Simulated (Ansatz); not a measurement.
`CS[S][GaH][F]`. The species carries charge 0 and has multiplicity 1.

```
atom    x (Å)    y (Å)    z (Å)
  C1   0.0355   1.6518   0.1338
  S2   0.8352   0.5579   1.3148
  S3  -0.5233  -0.9822   1.4928
 Ga4  -0.1553  -2.1149  -0.3554
  F5   0.7669  -1.2411  -1.5680
  H6   0.6629   2.5452   0.0888
  H7  -0.9621   1.9291   0.4730
  H8   0.0018   1.1872  -0.8515
  H9  -0.6616  -3.5330  -0.7284
```

(1) What are the harmonic wavenumbers in cm⁻¹ at PBE0-D4/def2-TZVP (Ansatz, finite differences of forces, unscaled)? (Estimate.)

(2) Is this a minimum?

(3) Give the ideal-gas thermochemistry at 298.15 K and 1 bar (rigid rotor, harmonic oscillator; point group C1, symmetry number 1).

(4) Rotational constants (cm⁻¹)?

Answers

(1) Ansatz gave: 63, 73, 108, 174, 203, 255, 404, 448, 517, 578, 675, 726, 973, 979, 1338, 1446, 1472, 2031, 3054, 3146, 3162.

(2) Yes, all 21 modes are real.

(3) Zero-point energy 130.6 kJ/mol; H(298) − E = 154.2 kJ/mol; entropy 383.1 J/(mol·K), of which translation 172.8, rotation 119.7, vibration 90.5; G(298) − E = 40.0 kJ/mol. Modes under 100 cm⁻¹ are hindered rotations or soft bends, so the harmonic entropy is rough.

(4) 0.1117, 0.04469, 0.03518.
